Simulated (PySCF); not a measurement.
```xyz
3
charge 0 multiplicity 3, angstrom
Mo    0.0120    0.0000   -0.7547
Se   -1.8888    0.0000    0.4323
Se    1.8741    0.0000    0.4923
```

Level of theory: PySCF, UPBE0, basis Mo def2-SVP with ECP28, Se def2-SVP (scalar-relativistic core potentials, no spin–orbit coupling, density fitting).

This geometry of MoSe2 is a stationary point at this level.

**Question.** What is the point group?

**Answer.** C2v.

**Question.** Is it a minimum?

**Answer.** Yes: all harmonic wavenumbers are real.

**Question.** Which band is strongest in the infrared?

**Answer.** 398 cm⁻¹ (b2), 46 km/mol.

**Question.** Give the atomic charges and bond orders.

**Answer.** 
```
 atom  Mulliken  Löwdin  polar tensor  spin (Mulliken)  Mayer order to Mo1
  Mo1      0.25   -0.51          0.84             2.61                   –
Se2,3     -0.12    0.26         -0.42            -0.31                2.28
```
Other Mayer orders above 0.3: Se–Se 0.32.

This need not be the most stable arrangement of these atoms. Other spin states or occupations of the open shell can lie lower.
